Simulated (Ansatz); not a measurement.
B4, relaxed as a triplet with UKS PBE-D4/def2-TZVP in Ansatz, starting from the PBE-D4/def2-TZVP geometry of the neutral singlet. Force threshold 0.02 eV/Å.

The relaxation made no stability test and no search for a lower SCF solution. At PBE-D4/def2-TZVP a singlet of charge 0 lies 1.13 eV below the triplet, each at its own geometry. The structure comes from a short search, and lower isomers may exist.

Start:

```xyz
4

B     0.242   -0.555    0.694
B    -0.240    0.550   -0.699
B    -1.171   -0.347    0.130
B     1.170    0.352   -0.125
```

Q: Estimate the energy that the relaxation releases and the steps that it takes.

A: 49.5 kJ/mol, in 5 steps; 2.6 s on 4 threads of Arm Neoverse V2 on a shared host. No frequencies were taken in this run, so the end may be a saddle point.

Q: Does the start keep its bonding and symmetry?

A: Bonds lost: B1–B2 (atoms count from 1). Point group D2h at the start, D4h at the end, both within 0.05 Å.

Q: Predict the relaxed structure.

A: 
```xyz
4

B     0.297   -0.680    0.857
B    -0.296    0.679   -0.857
B    -1.080   -0.322    0.118
B     1.079    0.323   -0.117
```
Bond lengths: 4 × B–B 1.60 Å.
